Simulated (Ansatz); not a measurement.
# Worked example: CHBr2I + SiH3(SiH3) → CH2BrI + SiH2(SiH3)Br

Species: CHBr2I (dibromoiodomethane) `BrC(Br)I`, singlet; SiH3(SiH3) (disilane), singlet; CH2BrI (bromoiodomethane) `BrCI`, singlet; SiH2(SiH3)Br, singlet. The partners trade Br for H: C–Br and Si–H bonds give way to C–H and Si–Br.

Shapes, held fixed at every level: PBE0-D4/def2-TZVP. Programs: Ansatz 0.2.0. The zero-point and thermal change to 298 K, harmonic and unscaled (PBE0-D4/def2-TZVP), is +9.8 kJ/mol.

At CCSD(T)/def2-TZVPP; 1 Eh = 2625.50 kJ/mol:

| species | energy (Eh) |
| --- | --- |
| CHBr2I | -5481.173576 |
| SiH3(SiH3) | -581.690342 |
| CH2BrI | -2909.076229 |
| SiH2(SiH3)Br | -3153.851061 |

Problem. Work out ΔH(298 K) of the reaction at this level.

Solution. 
1. Products less reactants: (-2909.076229) + (-3153.851061) − [(-5481.173576) + (-581.690342)] = -0.063372 Eh = -166.4 kJ/mol.
2. With the thermal change: -166.4 + (+9.8) = -156.6 kJ/mol.

Other levels give -185.5 (HF/def2-SVP) to -147.9 kJ/mol (SPW92/def2-TZVPP). No measured value is set beside it here. For atoms past krypton def2 sets carry core potentials with scalar relativity. Relativity is left out for Br unless named. Correlated rows may include outer-core shells of Br, I, which these sets cover unevenly.
